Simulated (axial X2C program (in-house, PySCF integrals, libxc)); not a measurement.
**Potential curves of HfS⁺, 2c**

Calculated with an in-house relativistic program for diatomic molecules. Two-component (2c) means X2C with spin–orbit coupling and atomic mean-field two-electron Coulomb and Gaunt terms. Basis: Hf dyall-cv3z [13s14p9d7f4g], S dyall-av3z [9s8p3d2f] (cores contracted in-house); Gaussian nuclei, density fitting, unrestricted open shells. Masses: Hf 179.947 u, S 31.972 u.

State: Ω = 1/2 (⟨Sz⟩ = 0.50, ⟨Lz⟩ = 0.00 at PBE0). Energies in kJ/mol from the lowest point of each curve. Fits are polynomials in 1 − R0/R over 0.85 to 1.23 times the lowest point R0.

| R (Å) | PBE0 | LDA |
| --- | --- | --- |
| 1.8427 | 175.10 | 164.90 |
| 1.9274 | 73.54 | 68.44 |
| 1.9909 | 29.40 | 26.91 |
| 2.0545 | 6.37 | 5.55 |
| 2.1180 | 0.00 | 0.00 |
| 2.1921 | 8.59 | 8.57 |
| 2.2663 | 30.00 | 29.09 |
| 2.3616 | 70.28 | 67.21 |
| 2.4781 | 130.38 | 124.27 |
| 2.6475 | 219.47 | 214.41 |

The state is a single determinant with fixed occupations, the lowest that a limited PBE0 search found. Density functionals use the spin component along the axis (collinear). The determinant is spin-polarised beyond a pure state at some levels (its spin-free form has ⟨S²⟩ too high), which makes Re and μ there less reliable.

(1) What are Re and ωe at the PBE0 level?

(2) What are Re and ωe at the LDA level?

## Answers

(1) At PBE0, 2c: Re = 2.115 Å, ωe ≈ 578 cm⁻¹; Be follows as 0.139 cm⁻¹.

(2) At LDA, 2c: Re = 2.113 Å, ωe ≈ 563 cm⁻¹; Be follows as 0.139 cm⁻¹.
